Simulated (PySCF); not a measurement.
In(H)(SiH3)2 (H7InSi2), SMILES [SiH3][InH][SiH3].

Geometry optimised at PBE-D3(BJ)/def2-SVP. The structure was generated by enumeration; whether it is a known compound was not checked. The def2 effective core potentials stand for the cores of In; spin–orbit coupling is left out.

Computed with PBE-D3(BJ)/def2-SVP (PySCF).

Frequencies are harmonic and unscaled.

A small imaginary wavenumber (i) marks a very flat motion, where grid noise or a shallow saddle decides the sign.

| mode | ν (cm⁻¹) | IR (km/mol) | Raman (Å⁴/amu) | depolarisation | moving atoms (share of kinetic energy) |
|---|---|---|---|---|---|
| 1 | 27i | 0.0 | 0.0 | – | H 98 % |
| 2 | 23i | 0.2 | 0.3 | 0.75 | H 91 % |
| 3 | 61 | 1.9 | 3.7 | 0.67 | Si 58 %, In 23 %, H 19 % |
| 4 | 255 | 1.3 | 51.7 | 0.16 | Si 81 %, H 10 %, In 10 % |
| 5 | 281 | 36.3 | 18.1 | 0.72 | H 93 % |
| 6 | 288 | 29.0 | 6.3 | 0.75 | Si 58 %, In 28 %, H 13 % |
| 7 | 353 | 0.2 | 4.1 | 0.65 | H 92 % |
| 8 | 356 | 47.1 | 0.2 | 0.73 | H 96 % |
| 9 | 438 | 0.5 | 0.4 | 0.45 | H 86 %, Si 11 % |
| 10 | 457 | 0.2 | 12.1 | 0.75 | H 86 %, Si 12 % |
| 11 | 515 | 158.1 | 22.3 | 0.75 | H 93 % |
| 12 | 796 | 469.6 | 3.5 | 0.75 | H 91 %, Si 9 % |
| 13 | 824 | 79.6 | 4.5 | 0.44 | H 92 %, Si 8 % |
| 14 | 898 | 3.3 | 30.6 | 0.75 | H 98 % |
| 15 | 901 | 61.4 | 28.0 | 0.75 | H 98 % |
| 16 | 907 | 0.6 | 7.3 | 0.75 | H 97 % |
| 17 | 909 | 61.1 | 43.4 | 0.75 | H 98 % |
| 18 | 1680 | 272.0 | 322.1 | 0.19 | H 99 % |
| 19 | 2127 | 146.7 | 10.5 | 0.28 | H 99 % |
| 20 | 2130 | 6.4 | 626.6 | 0.03 | H 98 % |
| 21 | 2143 | 52.0 | 241.4 | 0.74 | H 96 % |
| 22 | 2144 | 110.2 | 133.5 | 0.56 | H 96 % |
| 23 | 2155 | 6.6 | 36.4 | 0.75 | H 96 % |
| 24 | 2157 | 156.2 | 247.9 | 0.67 | H 96 % |
